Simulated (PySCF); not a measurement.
TiIH3, SMILES [TiH3][I], multiplicity 1.

Coordinates come from a PBE0-D3(BJ)/def2-TZVP optimisation. The multiplicity is an assumed one; no other spin state was optimised. The structure was generated by enumeration; whether it is a known compound was not checked. The def2 effective core potentials stand for the cores of I; spin–orbit coupling is left out.

Computed with PBE0-D3(BJ)/def2-TZVP (PySCF).

Frequencies are harmonic and unscaled.

Modes within 1.5 cm⁻¹ of each other (mostly degenerate sets) share a row, with their intensities summed.

| mode | ν (cm⁻¹) | IR (km/mol) | Raman (Å⁴/amu) | depolarisation | moving atoms (share of kinetic energy) |
|---|---|---|---|---|---|
| 1 | 272 | 8.4 | 14.4 | 0.22 | Ti 58 %, I 28 %, H 14 % |
| 2–3 | 302 | 23.6 | 21.6 | 0.75 | H 94 % |
| 4 | 548 | 192.0 | 10.1 | 0.67 | H 84 %, Ti 14 % |
| 5–6 | 562 | 139.2 | 125.5 | 0.75 | H 99 % |
| 7–8 | 1763 | 640.3 | 260.4 | 0.75 | H 97 % |
| 9 | 1799 | 252.8 | 425.8 | 0.00 | H 99 % |
